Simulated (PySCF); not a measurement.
C6H10NO (doublet state).
Cartesian coordinates in Å at the GFN2-xTB level; atoms count from 1:
```xyz
18
C6H10NO angstrom
C     -2.1344    0.1191    0.3854
C     -1.2825   -0.6627   -0.6150
C      0.0204   -1.1609   -0.0990
C      0.8246   -0.2644   -0.9697
C      1.5160    0.8009   -0.1173
N      2.6728    0.3676    0.4365
O      1.0643    1.9035    0.0839
C     -0.4887    0.2001   -1.6237
H     -1.5443    0.9198    0.8241
H     -2.9970    0.5536   -0.1146
H     -2.4833   -0.5372    1.1799
H     -1.9075   -1.4342   -1.0809
H      0.2719   -1.6284    0.8350
H      1.5684   -0.7289   -1.6258
H      3.1499    0.9616    1.0944
H      2.9953   -0.5754    0.3168
H     -0.5983   -0.0973   -2.6631
H     -0.6564    1.2696   -1.5234
```

The hyperfine couplings belong to this conformer and change with its torsions.

As a line formula: `C[C@@H]1[CH][C@H](C(N)=O)C1` [radical].

Level of theory: UKS B3LYP, pcH-1 on C H N O, non-relativistic, mean-field spin-orbit, GIAO in PySCF 2.14.0. Isolated species at its GFN2-xTB geometry (one conformer only). A GFN2-xTB geometry isn't a minimum of the functional, and hyperfine couplings can be far from their values at a DFT geometry. No stability test was run, so a lower SCF solution isn't excluded.

(1) Give the principal g shifts and their parts.

(2) How much does each term add to the isotropic shift?

(3) What effective moment and Curie constant follow for a powder?

(4) In a frozen sample, at which fields do the three g values resonate at 9.5, 34, 94 and 263 GHz (hyperfine left aside), and which band first spreads them over more than twice a line width of 0.5 mT?

Answers

(1) 
```json
{"Δg (ppm)": "relativistic mass correction", "1": "-152", "2": "-152", "3": "-152"}
{"Δg (ppm)": "gauge correction", "1": "8", "2": "35", "3": "26"}
{"Δg (ppm)": "orbital Zeeman/spin–orbit", "1": "-7", "2": "736", "3": "892"}
{"Δg (ppm)": "total", "1": "-151", "2": "620", "3": "766"}
```

So g = 2.00217, 2.00294, 2.00309 and g_iso = 2.00273; the tensor is rhombic: the two nearest values differ by 16 % of g3 − g1. 

(2) The orbital-Zeeman/spin–orbit term 541, the mass correction -152 and the gauge correction 23 ppm, for a total of 412 ppm. The orbital-Zeeman/spin–orbit term is the largest in size. The mass correction is the same along every axis, so the anisotropy comes from the other two: their spans along these axes are 27 (gauge) and 899 ppm (orbital Zeeman/spin–orbit).

(3) With the mean of g² = 4.0109 and S(S+1) = 0.75: μ_eff = √(⟨g²⟩S(S+1)) = 1.734 μB and χT = 0.12505·⟨g²⟩·S(S+1) = 0.376 cm³ K/mol (cgs; spin-Hamiltonian part alone).

(4) 
```
band    GHz  B(g3) mT  B(g2) mT  B(g1) mT  spread mT
   X    9.5    338.85    338.88    339.01       0.16
   Q   34.0   1212.74   1212.83   1213.30       0.56
   W   94.0   3352.87   3353.12   3354.41       1.54
   J  263.0   9380.91   9381.59   9385.20       4.30
```

The spread grows in proportion to the frequency. W band is the first where it exceeds 1.0 mT.

Largest spin populations (Mulliken): C3 (+0.99), C4 (-0.08) and C2 (-0.08). No atom but C3 exceeds +0.15. The positive populations add up to 1.19 and the negative ones to -0.19, together 2S = 1. The angles at C3 add up to 354.8°, so it is nearly planar; its axial dipolar tensor and the negative coupling of its proton fit spin in a p orbital normal to that plane.

The HOMO–LUMO gaps are 6.10 eV among the α and 5.37 eV among the β orbitals.

Time: 1.7 min wall (grids of density and orbitals included); peak memory 0.97 GiB. Hardware: one thread, Arm Neoverse V2 (aarch64), shared host.
